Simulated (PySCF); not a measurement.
Gas-phase reaction: Ga₂H₆ + 6 O → 2 Ga(OH)₃

Energies from PySCF, thermal terms from the rigid-rotor harmonic-oscillator model, ideal gas at 1 bar. † marks an energy on the PBE0/def2-TZVP geometry and frequencies; other levels use their own. CCSD(T) freezes the core. 6-31G* has spherical d functions here. Open shells (unrestricted): O (multiplicity 3); the rest are closed-shell singlets. Spin-orbit splitting is ignored; it lowers the true energy and changes the entropy of O. B3LYP is the form with VWN-RPA correlation. Ga: all electrons, no relativistic terms. Ga₂H₆, Ga(OH)₃: computed as isolated molecules; such fragments, hydroxides, amides, oligomers or adducts are transient or little studied in the gas. CCSD(T) isn't extrapolated to the basis-set limit.

```json
[
 {"level": "B3LYP/6-31G*", "ΔH°(298 K), kJ": "-2896"},
 {"level": "BLYP/def2-TZVP†", "ΔH°(298 K), kJ": "?"},
 {"level": "CCSD(T)/def2-SVP†", "ΔH°(298 K), kJ": "?"},
 {"level": "CCSD(T)/def2-TZVPP†", "ΔH°(298 K), kJ": "-3022"},
 {"level": "HF/6-31G*", "ΔH°(298 K), kJ": "-1626"},
 {"level": "M06-2X/def2-TZVP†", "ΔH°(298 K), kJ": "-3177"},
 {"level": "PBE0/def2-TZVP", "ΔH°(298 K), kJ": "?"},
 {"level": "LDA/def2-TZVP†", "ΔH°(298 K), kJ": "?"}
]
```

Task: What belongs in the gaps?

Result: 
- BLYP/def2-TZVP†, ΔH°(298 K), kJ: -3117
- CCSD(T)/def2-SVP†, ΔH°(298 K), kJ: -2831
- PBE0/def2-TZVP, ΔH°(298 K), kJ: -3031
- LDA/def2-TZVP†, ΔH°(298 K), kJ: -3774
